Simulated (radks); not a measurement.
Task: The mean radii <r> (bohr) of the occupied orbitals of an atom or ion are listed with their occupations. All-electron calculation, non-relativistic Kohn-Sham, exchange-only LDA, spin-polarised, spherical densities, point nucleus. Program: a radial shooting solver on a logarithmic mesh with Libxc functionals.

orbital  occ.      <r>
1s down     1  0.02410
1s up       1  0.02410
2s up       1   0.1027
2s down     1   0.1027
2p up       3  0.08708
2p down     3  0.08708
3s up       1   0.2659
3s down     1   0.2657
3p up       3   0.2556
3p down     3   0.2553
3d up       5   0.2271
3d down     5   0.2268
4s up       1   0.6012
4s down     1   0.6013
4p up       3   0.6162
4p down     3   0.6164
4d up       5   0.6551
4d down     5   0.6563
5s up       1    1.462
5s down     1    1.493
5p up       3    1.647
5p down     3    1.696
4f up       7   0.8912

Name the element and its charge. Open shells, if any, are filled with parallel spins first.

Result: Z = 63, europium, charge +2: Eu2+ in [Xe] 4f7. The 1s radius gives Z: for a bare nucleus <r> = 1.5/Z, 0.02381 bohr for Z = 63, and screening makes it slightly larger (0.02410 here). The occupations add up to 61, and the charge is Z minus that.
